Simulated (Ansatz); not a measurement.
Ansatz (a quantum-chemistry and plane-wave program) input:
A basis named .json is the Basis Set Exchange file of that set.

Ansatz 0.2 input:
```yaml
crystal:
  periodic: [false, false, false]
  atoms:
    - {symbol: Si, position_ang: [-0.00000000, -0.00000000, -1.11076541]}
    - {symbol: S, position_ang: [0.00000000, 0.00000000, 0.97191974]}
basis:
  gaussian:
    orbitals: aug-cc-pV_D+d_Z.json
total_charge: 1
magnetization: {spin_polarized: true, initial_magnetization: 1}
correlation: {method: ccsd_t, electrons: outside_noble_gas}
output: {forces: true}
```

### Question
Predict the final energy.

### Answer
-686.37040 Eh (CCSD(T)/aug-cc-pV(D+d)Z). The basis has 64 functions.
